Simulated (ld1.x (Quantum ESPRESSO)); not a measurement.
## Logarithmic derivatives: Zn (Z = 30), ultrasoft

ld1.x (Quantum ESPRESSO) 7.5 input, shortened:

```
&input
   title='Zn', zed=30., rel=0, dft='PW91', iswitch=3,
   config='[Ar] 3d10 4s1 4p1'
 /
 &inputp
   pseudotype=3, tm=.true., lloc=-1, rcloc=1.10,
   nlcc=.true., new_core_ps=.true., rcore=1.20,
   which_augfun='PSQ', rmatch_augfun=1.25
 /
6
4S  1  0   1.00   0.00  1.75  2.30  0.0
4S  1  0   0.00   0.55  1.75  2.30  0.0
4P  2  1   1.00   0.00  1.50  1.90  0.0
4P  2  1   0.00   0.35  1.50  1.90  0.0
3D  3  2  10.00   0.00  1.20  1.45  0.0
3D  3  2   0.00   0.85  1.20  1.45  0.0
 &test
   configts(1)='3d10 4s1 4p1'
 /
```

The phase is arctan(r·u′/u) with u = r·R(r), unwrapped; energies in Ry, scanned from -3 to 5 Ry. A pole is an energy at which the radial function vanishes at the test radius. The pseudo phase is shifted by a multiple of π to meet the all-electron one at the reference energy, and phase errors are pseudo minus all-electron; the curves can meet again beyond the range given. Levels narrower than the energy grid can be missing from the lists of poles. Where the grid stepped over a known ghost or core level, its pole and its step of π were put in at the level’s energy.

Problem. For each channel, where are the poles, and over which energies does the pseudopotential scatter like the atom?

Solution.

```csv
channel,radius (bohr),reference energy (Ry),"poles, all-electron","poles, pseudo",unbroken range about the reference energy with phases within 0.05 rad,phase error 1 Ry above the reference energy (rad)
s,2.50,-0.53,1.10,1.10,below 4.4,-0.000
p,2.50,-0.16,2.17,"-0.47, 2.18",-0.5 to 4.9,+0.000
d,2.50,-0.94,"-0.86, 4.17","-0.86, 4.15",the whole range,-0.000
```

Note: ghost states, extra bound levels that the all-electron valence spectrum of the same l lacks: s at -148.7 eV, p at -6.4 eV. A true bound ghost makes a file unfit for plane-wave use.

Phases in the s channel:

```tsv
E (Ry)	all-electron	pseudo
-3.00	1.285	1.285
-2.52	1.241	1.241
-2.04	1.171	1.171
-1.56	1.037	1.037
-1.08	0.698	0.698
-0.60	-0.335	-0.335
-0.12	-1.151	-1.151
0.36	-1.411	-1.411
0.84	-1.528	-1.528
1.32	-1.601	-1.601
1.80	-1.658	-1.658
2.28	-1.711	-1.711
2.76	-1.770	-1.771
3.24	-1.848	-1.850
3.72	-1.972	-1.979
4.20	-2.224	-2.249
4.68	-2.871	-2.969
```
